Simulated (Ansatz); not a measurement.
HfSi₂Cl₂O₃H₄⁺, that is (Cl)2Hf(OSiH2)2O with one electron fewer. Charge 1, multiplicity 2. Geometry B3LYP-D4/def2-SVP, that of the neutral singlet; atoms count from 1.

```tsv
atom	x (Å)	y (Å)	z (Å)
Hf1	-1.8900	0.2802	0.2582
Cl2	-3.0973	1.9575	-0.9077
Cl3	-3.1677	-1.0321	1.7666
O4	-0.3435	1.0373	1.1463
Si5	1.3208	0.8660	1.0028
O6	1.5869	-0.2351	-0.2170
Si7	0.7076	-1.1660	-1.2806
O8	-0.9132	-0.8487	-0.9766
H9	1.8692	0.3395	2.2748
H10	1.9161	2.1712	0.6314
H11	0.9804	-2.6004	-1.0271
H12	1.0308	-0.7694	-2.6713
```

In the def2 sets Hf takes a core potential; there is no spin–orbit coupling.

**Question.** Estimate the Mulliken populations from the PBE0/def2-TZVP orbitals of Ansatz.

**Answer.** 
```tsv
atom	charge (e)	spin (α − β)	d electrons
Hf1	1.41	-0.06	1.75
Cl2	-0.22	0.16	–
Cl3	-0.22	0.16	–
O4	-0.49	0.07	–
Si5	0.47	0.01	–
O6	-0.31	0.17	–
Si7	0.47	0.01	–
O8	-0.49	0.07	–
H9	0.09	0.10	–
H10	0.09	0.10	–
H11	0.09	0.10	–
H12	0.09	0.10	–
```
Mulliken values and Mayer orders depend strongly on the basis.

**Question.** Where does the spin sit?

**Answer.** Summed by element: Hf -0.06, Cl 0.32, O 0.31, Si 0.02, H 0.40, of 1 unpaired in all. Largest on single atoms: O6 0.17, Cl2 0.16, Cl3 0.16.

**Question.** And the Mayer bond orders between bonded heavy atoms (over 0.3)?

**Answer.** Hf1–Cl2 1.08 (2.37 Å); Hf1–Cl3 1.08 (2.37 Å); Hf1–O4 1.02 (1.94 Å); Hf1–O8 1.02 (1.94 Å); O4–Si5 1.15 (1.68 Å); Si5–O6 1.12 (1.66 Å); O6–Si7 1.12 (1.66 Å); Si7–O8 1.15 (1.68 Å).
